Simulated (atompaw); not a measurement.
## Logarithmic derivatives: Se, PAW (atompaw)

* Element: Se
* Generator: atompaw 4.2.0.5
* Type: PAW
* Functional: PBEsol
* Relativity: scalar-relativistic
* Frozen core: [Ar] 3d10
* Valence charge: 6
* Reference configuration: 4s2 4p2 (charge +2)
* Partial waves: 4s (bound): rc 1.45 bohr; 4s channel at -2.15 Ry: rc 1.45 bohr; 4p (bound): rc 1.45 bohr; 4p channel at -0.2 Ry: rc 1.45 bohr; 4d channel at -0.15 Ry: rc 1.45 bohr
* Local potential: troulliermartins scheme with l = 3 at 0 Ry, radius 1.40 bohr
* Core correction: smooth core density matched at 1.30 bohr
* Augmentation charge: besselshape compensation charge, radius 1.15 bohr; PAW radius 1.45 bohr; waves and projectors: custom polynom2 7 10 vanderbiltortho

The phase is arctan(r·u′/u) with u = r·R(r), unwrapped; energies in Ry, scanned from -5 to 5 Ry. A pole is an energy at which the radial function vanishes at the test radius. The pseudo phase is shifted by a multiple of π to meet the all-electron one at the reference energy, and phase errors are pseudo minus all-electron; the curves can meet again beyond the range given. Levels narrower than the energy grid can be missing from the lists of poles.

```tsv
channel	radius (bohr)	reference energy (Ry)	poles, all-electron	poles, pseudo	unbroken range about the reference energy with phases within 0.05 rad	phase error 1 Ry above the reference energy (rad)
s	1.45	-2.77	none	none	the whole range	+0.000
p	1.45	-1.87	none	none	the whole range	+0.000
d	1.45	-0.15	none	4.89	-3.1 to 1.0	-0.032
```

Note: ghost states, extra bound levels that the all-electron valence spectrum of the same l lacks: s at -561.6 eV, p at -74.6 eV. A true bound ghost makes a file unfit for plane-wave use.

Phases in the p channel:

```json
{"E (Ry)": "-5.00", "all-electron": "1.139", "pseudo": "1.157"}
{"E (Ry)": "-4.52", "all-electron": "1.100", "pseudo": "1.107"}
{"E (Ry)": "-4.04", "all-electron": "1.052", "pseudo": "1.055"}
{"E (Ry)": "-3.56", "all-electron": "0.992", "pseudo": "0.993"}
{"E (Ry)": "-3.08", "all-electron": "0.913", "pseudo": "0.913"}
{"E (Ry)": "-2.60", "all-electron": "0.808", "pseudo": "0.808"}
{"E (Ry)": "-2.12", "all-electron": "0.663", "pseudo": "0.663"}
{"E (Ry)": "-1.64", "all-electron": "0.463", "pseudo": "0.463"}
{"E (Ry)": "-1.16", "all-electron": "0.194", "pseudo": "0.194"}
{"E (Ry)": "-0.68", "all-electron": "-0.131", "pseudo": "-0.131"}
{"E (Ry)": "-0.20", "all-electron": "-0.454", "pseudo": "-0.454"}
{"E (Ry)": "0.28", "all-electron": "-0.722", "pseudo": "-0.722"}
{"E (Ry)": "0.76", "all-electron": "-0.920", "pseudo": "-0.920"}
{"E (Ry)": "1.24", "all-electron": "-1.063", "pseudo": "-1.063"}
{"E (Ry)": "1.72", "all-electron": "-1.168", "pseudo": "-1.167"}
{"E (Ry)": "2.20", "all-electron": "-1.247", "pseudo": "-1.246"}
{"E (Ry)": "2.68", "all-electron": "-1.307", "pseudo": "-1.306"}
{"E (Ry)": "3.16", "all-electron": "-1.356", "pseudo": "-1.354"}
{"E (Ry)": "3.64", "all-electron": "-1.395", "pseudo": "-1.393"}
{"E (Ry)": "4.12", "all-electron": "-1.428", "pseudo": "-1.425"}
{"E (Ry)": "4.60", "all-electron": "-1.456", "pseudo": "-1.453"}
```
